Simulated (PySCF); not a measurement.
**A search over the determinants of PSe**

Unrestricted PBE0; PySCF, no relativity, basis sets P def2-TZVPP, Se def2-TZVPP. Outer shells of the fragments: P 3s2 3p3; Se 3d10 4s2 4p4.

Followed along the bond (rough minima from three points):

| 2Ms+1 | unpaired | ⟨S²⟩ at the start | R at minimum (Å) | Te (eV) |
| --- | --- | --- | --- | --- |
| 2 | π ↑ | 0.78 | 2.04 | 0.00 |
| 4 | π ↑↑↑ | 3.76 | none in the scan | ≤ 1.74 |
| 6 | σ ↑, π ↑↑↑↑ | 8.75 | none in the scan | ≤ 5.68 |

Solutions found at the starting distance of 2.180 Å, counted from the lowest of them; the search is not exhaustive and high or unbound solutions are not listed, so other states can lie among these:

```
2Ms+1   unpaired   term  E (eV)  ⟨S²⟩  ⟨Lz²⟩  μ (D)
    2        π ↑     ²Π    0.00  0.78   1.01  -0.61
    4      π ↑↑↑     ⁴Π    1.51  3.76   1.01   0.44
    2      π ↑↑↓  mixed    1.85  1.77   3.04   0.44
    4  σ ↑, π ↑↑    ⁴Σ⁻    2.54  3.76   0.00  -0.73
    2  σ ↑, π ↑↓  mixed    3.09  1.77   2.03  -0.48
    2  σ ↓, π ↑↑  mixed    3.12  1.77   0.00  -0.51
    2        π ↑  mixed    3.23  0.75   3.02   0.50
    4  σ ↑, π ↑↑  mixed    5.12  3.76   2.02   0.15
    2  σ ↓, π ↑↑  mixed    5.59  1.77   2.02   0.08
    4  σ ↑, π ↑↑  mixed    5.67  3.76   2.01  -0.16
```

A term symbol is given only where ⟨S²⟩ and ⟨Lz²⟩ are close to those of a pure state; real π, δ and φ orbitals otherwise mix terms. A positive dipole means P(−)Se(+).

Spin–orbit coupling is left out. Counting both spins, an empty level lies below a filled one in some of these solutions, because spin and occupation are held.
